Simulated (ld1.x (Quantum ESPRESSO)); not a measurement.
## Plane-wave convergence, PAW potential for terbium (Tb)

ld1.x (Quantum ESPRESSO) 7.5 input, shortened:

```
&input
   title='Tb', zed=65., rel=1, dft='PZ', iswitch=3,
   config='[Xe] 4f9 5d0 6s2 6p0'
 /
 &inputp
   pseudotype=3, lpaw=.true., tm=.true., lloc=-1, rcloc=3.68,
   nlcc=.true., new_core_ps=.true.,
   which_augfun='BESSEL', rmatch_augfun=1.02
 /
8
5S  1  0   2.00   0.00  2.06  2.54  0.0
6S  2  0   2.00   0.00  2.06  2.54  0.0
5P  2  1   6.00   0.00  3.20  3.92  0.0
6P  3  1   0.00   0.00  3.20  3.92  0.0
5D  3  2   0.00   0.00  3.56  4.04  0.0
5D  3  2   0.00   0.20  3.56  4.04  0.0
4F  4  3   9.00   0.00  1.44  1.56  0.0
4F  4  3   0.00   1.75  1.44  1.56  0.0
 &test
   configts(1)='4f9 5s2 5p6 5d0 6s2 6p0'
 /
```

The pseudo-atom Hamiltonian at the reference potential is diagonalised in spherical Bessel functions j_l(qr) that vanish at 20 bohr, with q² up to the cutoff. All-electron valence levels (Ry): 5s -3.4999, 6s -0.2834, 5p -1.8333, 6p -0.0898, 5d -0.1077, 4f -0.2378.

Q: How do the lowest levels (Ry) of each channel move with the cutoff, and are there ghosts?

A:

```json
{"cutoff (Ry)": "8", "s #1": "-3.4982", "s #2": "-0.2478", "p #1": "-1.8332", "p #2": "-0.0898", "d #1": "-0.1076", "f #1": "0.0968", "Σ f·Δε (mRy)": "3086.3"}
{"cutoff (Ry)": "15", "s #1": "-3.4997", "s #2": "-0.2823", "p #1": "-1.8333", "p #2": "-0.0898", "d #1": "-0.1077", "f #1": "0.0967", "Σ f·Δε (mRy)": "3013.5"}
{"cutoff (Ry)": "21", "s #1": "-3.4998", "s #2": "-0.2833", "p #1": "-1.8333", "p #2": "-0.0898", "d #1": "-0.1077", "f #1": "0.0960", "Σ f·Δε (mRy)": "3004.7"}
{"cutoff (Ry)": "35", "s #1": "-3.4999", "s #2": "-0.2834", "p #1": "-1.8333", "p #2": "-0.0898", "d #1": "-0.1077", "f #1": "-0.1951", "Σ f·Δε (mRy)": "384.1"}
{"cutoff (Ry)": "50", "s #1": "-3.4999", "s #2": "-0.2835", "p #1": "-1.8333", "p #2": "-0.0898", "d #1": "-0.1077", "f #1": "-0.2345", "Σ f·Δε (mRy)": "29.6"}
{"cutoff (Ry)": "70", "s #1": "-3.4999", "s #2": "-0.2835", "p #1": "-1.8333", "p #2": "-0.0898", "d #1": "-0.1077", "f #1": "-0.2371", "Σ f·Δε (mRy)": "6.6"}
{"cutoff (Ry)": "90", "s #1": "-3.4999", "s #2": "-0.2835", "p #1": "-1.8333", "p #2": "-0.0898", "d #1": "-0.1077", "f #1": "-0.2377", "Σ f·Δε (mRy)": "1.2"}
{"cutoff (Ry)": "120", "s #1": "-3.4999", "s #2": "-0.2835", "p #1": "-1.8333", "p #2": "-0.0898", "d #1": "-0.1077", "f #1": "-0.2378", "Σ f·Δε (mRy)": "0.4"}
{"cutoff (Ry)": "400", "s #1": "-3.4999", "s #2": "-0.2835", "p #1": "-1.8333", "p #2": "-0.0898", "d #1": "-0.1077", "f #1": "-0.2378", "Σ f·Δε (mRy)": "0.0"}
```

Result: no extra level below or beside the all-electron valence levels (s, p, d, f tested); 10 mRy is reached at 60 Ry and 1 mRy at 100 Ry.

Test run stopped at test 1 of 9 (negative rho).
